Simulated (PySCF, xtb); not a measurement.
C2H9NOSi, SMILES [Si@@H](CC)(O)N.

GFN2-xTB (xtb 6.7.1) at its own geometry gives an orbital gap of 6.75 eV and a dipole moment of 1.12 D.

The structure is a stationary point at r2SCAN-D4/def2-SVP. The structure was generated by enumeration; whether it is a known compound was not checked. One conformer was computed; it need not be the lowest.

**Question.** What does M06-2X/def2-TZVP (PySCF) give? (Estimate from the structure and the level; the computed values follow.)

**Answer.** gap 10.57 eV (levels -9.12 and 1.45 eV), dipole 0.59 D.
